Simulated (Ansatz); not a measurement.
`[CH3][Al]([F])[SiH2]F` + `COC(C)C` → `CC(C)[O][Al]([CH3])[F]` + `C[SiH2]F`  (formal exchange of groups at the Al–Si bond)

Isolated molecules relaxed with PBE0-D4/def2-TZVP in Ansatz; ΔE leaves out vibrations. CCSD(T)/CBS is the MP2 limit (def2-TZVPP, def2-QZVPP) plus CCSD(T) − MP2 in def2-TZVPP, frozen cores. One conformer a species, not always the lowest.

`[CH3][Al]([F])[SiH2]F`:

Z-matrix (Å, degrees):
```
C
Al 1 1.939
H 1 1.093 2 112.2
H 1 1.095 2 110.8 3 121.0
H 1 1.095 2 110.7 3 -120.8
F 2 1.657 1 118.6 3 -178.9
Si 2 2.466 1 127.8 3 1.2
F 7 1.615 2 109.2 1 -0.2
H 7 1.490 2 113.1 1 -119.3
H 7 1.490 2 113.1 1 118.9
```

`COC(C)C`:

```xyz
15

C    -1.951    0.416   -0.400
O    -0.939   -0.548   -0.326
C     0.369   -0.017   -0.231
C     0.636    0.606    1.128
C     1.318   -1.158   -0.523
H    -2.070    0.977    0.535
H    -1.764    1.133   -1.213
H    -2.884   -0.109   -0.606
H     0.487    0.758   -1.007
H     1.660    0.983    1.178
H     0.504   -0.141    1.915
H    -0.034    1.444    1.333
H     2.354   -0.813   -0.504
H     1.202   -1.944    0.226
H     1.110   -1.587   -1.505
```

`CC(C)[O][Al]([CH3])[F]`:

Cartesian coordinates in Å:
```
C -1.720 0.990 1.258
C -0.253 0.709 1.006
C 0.308 -0.312 1.978
O -0.103 0.271 -0.325
Al 1.096 -0.358 -1.316
C 0.718 -0.887 -3.133
F 2.629 -0.514 -0.713
H -2.302 0.070 1.152
H -1.873 1.383 2.266
H -2.098 1.719 0.539
H 0.307 1.648 1.128
H -0.233 -1.258 1.881
H 1.368 -0.493 1.783
H 0.206 0.034 3.009
H 1.397 -0.395 -3.835
H 0.858 -1.964 -3.261
H -0.307 -0.642 -3.416
```

`C[SiH2]F`:

```xyz
8

C    -0.109   -0.590   -0.780
Si    0.134    0.532    0.674
F    -1.161    0.466    1.619
H    -0.982   -0.292   -1.364
H     0.767   -0.551   -1.434
H    -0.246   -1.626   -0.459
H     1.300    0.117    1.495
H     0.298    1.945    0.250
```

| species | MP2/CBS(def2) energy (Eh) |
| --- | --- |
| `[CH3][Al]([F])[SiH2]F` | -771.81752 |
| `COC(C)C` | -233.30589 |
| `CC(C)[O][Al]([CH3])[F]` | -575.26808 |
| `C[SiH2]F` | -429.95418 |

(1) Work out ΔE.

Largest T1 diagnostic among the species: 0.012.

Answers

(1) ΔE = (-575.26808) + (-429.95418) − (-771.81752) − (-233.30589) = -0.09885 Eh = -2.69 eV. CCSD(T)/CBS gives -2.53 eV.

From PBE to PBE0 (25 % exact exchange), in def2-TZVPP and without D4, ΔE moves by −0.09 eV.
